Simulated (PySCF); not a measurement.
Run record for `Cl[CH](Cl)[GeH2][NH][GeH3]`: BLYP/pcSseg-0, level shift 0.2 Eh, full TDDFT, 25 singlets.

Method: TDDFT BLYP/pcSseg-0, vertical, gas phase, core orbitals frozen in the response (PySCF 2.14.0, density-fitted response routines). Geometry: GFN2-xTB. The input is one job of a driver script: a line of settings, then coordinates in Å.

Command:
```bash
OMP_NUM_THREADS=1 python probes_run.py task.json out
```

Input:
```
{"job": {"kind": "uv", "xc": "BLYP", "basis": "pcSseg-0", "nstates": 25, "ntriplets": 2, "tda": false, "scf": {"level_shift": 0.2}}, "charge": 0, "multiplicity": 1}
Cl     1.978328     1.663954    -0.944906
C      1.749953     0.677267     0.503522
Cl     0.600221     1.449909     1.599055
Ge     0.937201    -1.065091    -0.070623
N     -0.674272    -0.735807    -0.797039
Ge    -2.011561     0.257234    -0.028599
H      2.706358     0.633552     1.018113
H      1.803224    -1.723574    -1.105306
H      0.747737    -1.884444     1.174012
H     -0.687965    -0.707398    -1.805792
H     -2.077903    -0.139619     1.404602
H     -3.252035    -0.159740    -0.764246
H     -1.823676     1.734243    -0.200521
```

**Question.** Predict the output.

**Answer.** 
```
final grid: 109376 points
cycle   1  E = -5165.4190059119  dE = -1.629e+00  |g| = 7.005e-01  |ddm| = 3.807e+00
cycle   2  E = -5165.3344358222  dE =  8.457e-02  |g| = 9.804e-01  |ddm| = 1.919e+00
cycle   3  E = -5165.5315335752  dE = -1.971e-01  |g| = 2.322e-01  |ddm| = 6.301e-01
cycle   4  E = -5165.5457094762  dE = -1.418e-02  |g| = 5.664e-02  |ddm| = 3.210e-01
cycle   5  E = -5165.5465641240  dE = -8.546e-04  |g| = 1.326e-02  |ddm| = 1.042e-01
cycle   6  E = -5165.5466111767  dE = -4.705e-05  |g| = 5.188e-03  |ddm| = 2.695e-02
cycle   7  E = -5165.5466185048  dE = -7.328e-06  |g| = 1.609e-03  |ddm| = 9.587e-03
cycle   8  E = -5165.5466193364  dE = -8.316e-07  |g| = 3.191e-04  |ddm| = 3.472e-03
cycle   9  E = -5165.5466194088  dE = -7.234e-08  |g| = 1.108e-04  |ddm| = 1.464e-03
cycle  10  E = -5165.5466194224  dE = -1.362e-08  |g| = 4.286e-05  |ddm| = 6.831e-04
cycle  11  E = -5165.5466194252  dE = -2.859e-09  |g| = 2.087e-05  |ddm| = 3.279e-04
cycle  12  E = -5165.5466194259  dE = -6.294e-10  |g| = 1.155e-05  |ddm| = 1.654e-04
level shift removed, Fock matrix diagonalised once more
converged SCF energy = -5165.5466194259

Static polarisability (au): isotropic 79.560, principal 73.289 77.590 87.801

Singlet excitations
state   eV       nm        f      main configurations
  1   4.8245    257.0   0.00172   H->L 0.99
  2   5.6713    218.6   0.00179   H->L+2 0.98
  3   5.7319    216.3   0.00019   H->L+1 0.95
  4   6.1761    200.7   0.00631   H-1->L 0.95
  5   6.5638    188.9   0.02809   H->L+3 0.78, H->L+4 0.14
  6   6.7112    184.7   0.00326   H-1->L+1 0.83
  7   6.7499    183.7   0.00862   H-2->L 0.72, H-3->L 0.11
  8   6.8185    181.8   0.01559   H->L+4 0.31, H-3->L 0.30, H-1->L+2 0.22
  9   6.8595    180.7   0.03945   H->L+4 0.38, H-1->L+2 0.17, H-3->L 0.13
 10   7.0014    177.1   0.02069   H->L+5 0.74, H-4->L 0.08
 11   7.0236    176.5   0.02376   H-4->L 0.35, H-3->L 0.25, H->L+5 0.13
 12   7.1537    173.3   0.00241   H-2->L+1 0.51, H-4->L 0.22, H-1->L+2 0.18
 13   7.1958    172.3   0.00963   H-2->L+1 0.42, H-1->L+2 0.20, H-4->L 0.16
 14   7.2739    170.5   0.08433   H->L+6 0.91
 15   7.4991    165.3   0.00161   H-2->L+2 0.66, H-3->L+1 0.17
 16   7.5264    164.7   0.00648   H-3->L+1 0.43, H-5->L 0.32, H->L+7 0.18
 17   7.5668    163.9   0.01112   H->L+7 0.49, H-3->L+1 0.23, H-1->L+3 0.17
 18   7.5727    163.7   0.01384   H-5->L 0.57, H->L+7 0.15, H-3->L+1 0.10
 19   7.6426    162.2   0.00083   H-4->L+1 0.57, H->L+8 0.32
 20   7.6518    162.0   0.00464   H-1->L+3 0.32, H->L+8 0.30, H-4->L+1 0.27
 21   7.6813    161.4   0.01151   H-1->L+3 0.40, H->L+8 0.29, H->L+7 0.10
 22   7.8388    158.2   0.01745   H-3->L+2 0.79
 23   7.9382    156.2   0.03612   H-1->L+4 0.53, H-6->L 0.39
 24   7.9587    155.8   0.02731   H-6->L 0.54, H-1->L+4 0.34
 25   8.0316    154.4   0.00099   H-7->L 0.91

Triplet excitations (Tamm-Dancoff, eV): 4.6538 5.2462
```

H and L stand for HOMO and LUMO; the number after each pair is its weight.

**Question.** Give S1 in cm⁻¹ and kJ/mol.

**Answer.** 4.8245 eV × 8065.54 = 38912 cm⁻¹; × 96.485 = 465.5 kJ/mol.

**Question.** How does the lowest singlet excitation compare with the HOMO–LUMO gap?

**Answer.** HOMO -5.47 eV and LUMO -0.73 eV give a gap of 4.74 eV; S1 at 4.82 eV lies 0.08 eV above it.

In short: SCF converged in 12 cycles with 108 basis and 1134 fitting functions; HOMO -5.47 eV, LUMO -0.73 eV; lowest singlet 4.82 eV; lowest triplet 4.65 eV (Tamm–Dancoff); mean polarisability 79.6 au.

 The BLYP/pcSseg-0 calculation is non-relativistic and has no spin–orbit coupling, an omission that weighs most on germanium.

**Question.** How long does this job take on one thread of an AMD EPYC 9R14, no GPU, shared host with 192 logical CPUs at a one-minute load of 39? And the peak memory of the process?

**Answer.** About 21 s (density and orbital grids were written too), with 0.47 GiB resident at the peak, the Python interpreter and its libraries included.

Conformer computed: `[Cl:1][CH:2]([Cl:3])[GeH2:4][NH:5][GeH3:6]`: Cl1–C2–Ge4–N5 -63°, C2–Ge4–N5–Ge6 -51°.

One conformer stands for the species.
